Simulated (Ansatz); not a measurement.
Ansatz (a program for electronic structure) input (B3LYP/6-31G*):

Ansatz 0.2 input:
```yaml
crystal:
  periodic: [false, false, false]
  atoms:
    - {symbol: C, position_ang: [-0.80955243, -0.57834943, -0.26369166]}
    - {symbol: C, position_ang: [0.51443238, -0.38116806, -0.03886841]}
    - {symbol: O, position_ang: [0.02826693, 0.80936704, 0.22680378]}
    - {symbol: H, position_ang: [1.54458484, -0.71783136, 0.00093017]}
basis:
  gaussian:
    orbitals: 6-31G*
hamiltonian:
  xc: {name: B3LYP}
magnetization: {spin_polarized: true, initial_magnetization: 1}
phonons: {temperatures: {t_min: 298.15, t_max: 298.15, t_step: 100}}
```

Output:

```
Functional definition: B3LYP
integrals: 0.01 GiB planned
497 factors; integrals over basis functions are off by at most 3.2e-4 eV
mean field: 0.14 GiB planned
mean field evaluation 1: about -4130.3269 eV, gradient 1.9e1 eV
mean field evaluation 2: about -4127.9334 eV, gradient 3.2e1 eV
mean field evaluation 4: about -4131.7204 eV, gradient 1.3e0 eV
mean field evaluation 8: about -4131.7419 eV, gradient 6.9e-2 eV
mean field evaluation 16: about -4131.7420 eV, gradient 6.4e-5 eV
mean field -4131.74196786 eV, -151.8387167235 hartree, gradient 2.7e-5 eV, S^2 0.755428; 0 other end points of the search recorded, 0 dependent functions left out
the calculation of the forces begins
reference -4131.74209615 eV, -151.8387214381 hartree; 11, 10 occupied and 36, 37 virtual orbitals, 497 factors
these checks for a lower state are left out or cut short: stability, starts, cluster_reference, orbital_swaps, neighbouring_geometries, increment
integrals: 0.01 GiB planned
497 factors; integrals over basis functions are off by at most 3.2e-4 eV
mean field: 0.14 GiB planned
mean field -4131.74195366 eV, -151.8387162019 hartree, gradient 2.0e-6 eV, S^2 0.755374; 0 other end points of the search recorded, 0 dependent functions left out
the calculation of the forces begins
reference -4131.74208196 eV, -151.8387209167 hartree; 11, 10 occupied and 36, 37 virtual orbitals, 497 factors
these checks for a lower state are left out or cut short: stability, starts, cluster_reference, orbital_swaps, neighbouring_geometries, increment
integrals: 0.01 GiB planned
497 factors; integrals over basis functions are off by at most 3.2e-4 eV
mean field: 0.14 GiB planned
mean field evaluation 32: about -4131.7420 eV, gradient 2.8e-6 eV
mean field -4131.74195426 eV, -151.8387162236 hartree, gradient 2.8e-6 eV, S^2 0.755483; 0 other end points of the search recorded, 0 dependent functions left out
the calculation of the forces begins
reference -4131.74208254 eV, -151.8387209380 hartree; 11, 10 occupied and 36, 37 virtual orbitals, 497 factors
these checks for a lower state are left out or cut short: stability, starts, cluster_reference, orbital_swaps, neighbouring_geometries, increment
integrals: 0.01 GiB planned
497 factors; integrals over basis functions are off by at most 3.2e-4 eV
mean field: 0.14 GiB planned
mean field -4131.74189329 eV, -151.8387139833 hartree, gradient 2.0e-6 eV, S^2 0.755397; 0 other end points of the search recorded, 0 dependent functions left out
the calculation of the forces begins
reference -4131.74202156 eV, -151.8387186971 hartree; 11, 10 occupied and 36, 37 virtual orbitals, 497 factors
these checks for a lower state are left out or cut short: stability, starts, cluster_reference, orbital_swaps, neighbouring_geometries, increment
integrals: 0.01 GiB planned
497 factors; integrals over basis functions are off by at most 3.2e-4 eV
mean field: 0.14 GiB planned
mean field -4131.74189323 eV, -151.8387139810 hartree, gradient 1.9e-6 eV, S^2 0.755460; 0 other end points of the search recorded, 0 dependent functions left out
the calculation of the forces begins
reference -4131.74202155 eV, -151.8387186965 hartree; 11, 10 occupied and 36, 37 virtual orbitals, 497 factors
these checks for a lower state are left out or cut short: stability, starts, cluster_reference, orbital_swaps, neighbouring_geometries, increment
integrals: 0.01 GiB planned
497 factors; integrals over basis functions are off by at most 3.2e-4 eV
mean field: 0.14 GiB planned
mean field -4131.74183712 eV, -151.8387119191 hartree, gradient 2.5e-6 eV, S^2 0.755470; 0 other end points of the search recorded, 0 dependent functions left out
the calculation of the forces begins
reference -4131.74196544 eV, -151.8387166347 hartree; 11, 10 occupied and 36, 37 virtual orbitals, 497 factors
these checks for a lower state are left out or cut short: stability, starts, cluster_reference, orbital_swaps, neighbouring_geometries, increment
integrals: 0.01 GiB planned
497 factors; integrals over basis functions are off by at most 3.2e-4 eV
mean field: 0.14 GiB planned
mean field -4131.74183945 eV, -151.8387120044 hartree, gradient 2.4e-6 eV, S^2 0.755386; 0 other end points of the search recorded, 0 dependent functions left out
the calculation of the forces begins
reference -4131.74196771 eV, -151.8387167181 hartree; 11, 10 occupied and 36, 37 virtual orbitals, 497 factors
these checks for a lower state are left out or cut short: stability, starts, cluster_reference, orbital_swaps, neighbouring_geometries, increment
integrals: 0.01 GiB planned
497 factors; integrals over basis functions are off by at most 3.2e-4 eV
mean field: 0.14 GiB planned
mean field evaluation 64: about -4131.7418 eV, gradient 8.7e-7 eV
mean field -4131.74181186 eV, -151.8387109906 hartree, gradient 8.6e-7 eV, S^2 0.755421; 0 other end points of the search recorded, 0 dependent functions left out
the calculation of the forces begins
reference -4131.74194014 eV, -151.8387157049 hartree; 11, 10 occupied and 36, 37 virtual orbitals, 497 factors
these checks for a lower state are left out or cut short: stability, starts, cluster_reference, orbital_swaps, neighbouring_geometries, increment
integrals: 0.01 GiB planned
497 factors; integrals over basis functions are off by at most 3.2e-4 eV
mean field: 0.14 GiB planned
mean field -4131.74181150 eV, -151.8387109774 hartree, gradient 2.8e-6 eV, S^2 0.755436; 0 other end points of the search recorded, 0 dependent functions left out
the calculation of the forces begins
reference -4131.74193980 eV, -151.8387156924 hartree; 11, 10 occupied and 36, 37 virtual orbitals, 497 factors
these checks for a lower state are left out or cut short: stability, starts, cluster_reference, orbital_swaps, neighbouring_geometries, increment
integrals: 0.01 GiB planned
497 factors; integrals over basis functions are off by at most 3.2e-4 eV
mean field: 0.14 GiB planned
mean field -4131.74182072 eV, -151.8387113164 hartree, gradient 1.4e-6 eV, S^2 0.755437; 0 other end points of the search recorded, 0 dependent functions left out
the calculation of the forces begins
reference -4131.74194899 eV, -151.8387160300 hartree; 11, 10 occupied and 36, 37 virtual orbitals, 497 factors
these checks for a lower state are left out or cut short: stability, starts, cluster_reference, orbital_swaps, neighbouring_geometries, increment
integrals: 0.01 GiB planned
497 factors; integrals over basis functions are off by at most 3.2e-4 eV
mean field: 0.14 GiB planned
mean field -4131.74181782 eV, -151.8387112095 hartree, gradient 1.6e-6 eV, S^2 0.755420; 0 other end points of the search recorded, 0 dependent functions left out
the calculation of the forces begins
reference -4131.74194613 eV, -151.8387159252 hartree; 11, 10 occupied and 36, 37 virtual orbitals, 497 factors
these checks for a lower state are left out or cut short: stability, starts, cluster_reference, orbital_swaps, neighbouring_geometries, increment
integrals: 0.01 GiB planned
497 factors; integrals over basis functions are off by at most 3.2e-4 eV
mean field: 0.14 GiB planned
mean field -4131.74195739 eV, -151.8387163386 hartree, gradient 2.1e-6 eV, S^2 0.755465; 0 other end points of the search recorded, 0 dependent functions left out
the calculation of the forces begins
reference -4131.74208568 eV, -151.8387210534 hartree; 11, 10 occupied and 36, 37 virtual orbitals, 497 factors
these checks for a lower state are left out or cut short: stability, starts, cluster_reference, orbital_swaps, neighbouring_geometries, increment
integrals: 0.01 GiB planned
497 factors; integrals over basis functions are off by at most 3.2e-4 eV
mean field: 0.14 GiB planned
mean field evaluation 96: about -4131.7420 eV, gradient 3.0e-6 eV
mean field -4131.74195729 eV, -151.8387163351 hartree, gradient 3.0e-6 eV, S^2 0.755392; 0 other end points of the search recorded, 0 dependent functions left out
the calculation of the forces begins
reference -4131.74208558 eV, -151.8387210496 hartree; 11, 10 occupied and 36, 37 virtual orbitals, 497 factors
these checks for a lower state are left out or cut short: stability, starts, cluster_reference, orbital_swaps, neighbouring_geometries, increment
integrals: 0.01 GiB planned
497 factors; integrals over basis functions are off by at most 3.2e-4 eV
mean field: 0.14 GiB planned
mean field -4131.74194668 eV, -151.8387159454 hartree, gradient 2.8e-6 eV, S^2 0.755432; 0 other end points of the search recorded, 0 dependent functions left out
the calculation of the forces begins
reference -4131.74207497 eV, -151.8387206598 hartree; 11, 10 occupied and 36, 37 virtual orbitals, 497 factors
these checks for a lower state are left out or cut short: stability, starts, cluster_reference, orbital_swaps, neighbouring_geometries, increment
integrals: 0.01 GiB planned
497 factors; integrals over basis functions are off by at most 3.2e-4 eV
mean field: 0.14 GiB planned
mean field -4131.74194644 eV, -151.8387159363 hartree, gradient 2.0e-6 eV, S^2 0.755425; 0 other end points of the search recorded, 0 dependent functions left out
the calculation of the forces begins
reference -4131.74207473 eV, -151.8387206511 hartree; 11, 10 occupied and 36, 37 virtual orbitals, 497 factors
these checks for a lower state are left out or cut short: stability, starts, cluster_reference, orbital_swaps, neighbouring_geometries, increment
integrals: 0.01 GiB planned
497 factors; integrals over basis functions are off by at most 3.2e-4 eV
mean field: 0.14 GiB planned
mean field -4131.74191301 eV, -151.8387147078 hartree, gradient 2.9e-6 eV, S^2 0.755431; 0 other end points of the search recorded, 0 dependent functions left out
the calculation of the forces begins
reference -4131.74204133 eV, -151.8387194235 hartree; 11, 10 occupied and 36, 37 virtual orbitals, 497 factors
these checks for a lower state are left out or cut short: stability, starts, cluster_reference, orbital_swaps, neighbouring_geometries, increment
integrals: 0.01 GiB planned
497 factors; integrals over basis functions are off by at most 3.2e-4 eV
mean field: 0.14 GiB planned
mean field -4131.74191353 eV, -151.8387147268 hartree, gradient 2.6e-6 eV, S^2 0.755426; 0 other end points of the search recorded, 0 dependent functions left out
the calculation of the forces begins
reference -4131.74204179 eV, -151.8387194403 hartree; 11, 10 occupied and 36, 37 virtual orbitals, 497 factors
Total energy: -4131.74209615 eV, -151.8387214381 hartree
Atom 0 at    -0.809552    -0.578349    -0.263692 Å, force     0.000115    -0.000121    -0.000019 eV/Å
Atom 1 at     0.514432    -0.381168    -0.038868 Å, force     0.000061    -0.000205    -0.000049 eV/Å
Atom 2 at     0.028267     0.809367     0.226804 Å, force     0.000018     0.000286     0.000081 eV/Å
Atom 3 at     1.544585    -0.717831     0.000930 Å, force    -0.000194     0.000041    -0.000014 eV/Å
Dipole moment:     0.557637    -0.200935     0.016389 e Å
Vibrations: 323.73 803.94 1043.48 1310.73 1558.56 3253.09 cm⁻¹, zero-point energy 0.514133 eV
```

The blocks after the first are displaced geometries, from whose forces the wavenumbers follow.
